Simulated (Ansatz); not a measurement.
```xyz
9

C     0.080    1.351    0.739
O     0.652    0.118    0.339
B    -0.004   -0.782   -0.410
F    -1.253   -0.567   -0.830
S     0.858   -2.318   -0.844
H     0.700    2.162    0.355
H    -0.940    1.466    0.367
H     0.075    1.394    1.829
H    -0.168   -2.824   -1.546
```

Charge 0, multiplicity 1.

Problem. List the PBE/def2-TZVPP orbital energies in eV (Ansatz 0.2.0). (Best estimate.)

Solution. Computed: Occupied: -2395.76, -660.27, -511.07, -270.50, -208.75, -179.20, -154.90, -154.78, -154.68, -30.33, -26.30, -18.57, -17.51, -13.60, -12.95, -11.94, -11.72, -10.76, -10.31, -10.10, -8.17, -8.10, -7.95, -6.40. Lowest empty: -0.27, -0.17, 0.23, 1.03, 1.62, 2.30, 2.38, 2.44.
